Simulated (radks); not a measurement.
Task: The mercury ion Hg2+, [Xe] 4f14 5d10. Method: non-relativistic Kohn-Sham, PBE, spin-polarised, spherical densities, point nucleus; computed with a radial shooting solver on a logarithmic mesh with Libxc functionals. Every spin shell is full or empty, so the densities are truly spherical. Functionals are evaluated on that one density, not self-consistently. Rank these exchange functionals by their error against the exact value of the orbitals, and give that value: LDA, B88, PBE, PW91, PW86, OPTX, WC, AM05, B86b, G96, TPSS, SCAN, MS2, TASK, MVS.

Result: Exact: -344.769 hartree. From best to worst, with 100 (|E| - |E exact|)/|E exact| (equal figures are ties): B86b 0.00, PW91 +0.05, SCAN +0.06, B88 +0.07, MVS +0.09, PBE -0.34, PW86 -0.39, TPSS -0.42, G96 +0.47, WC -0.62, MS2 -0.66, TASK -1.81, OPTX +1.91, AM05 -3.60, LDA -3.80.
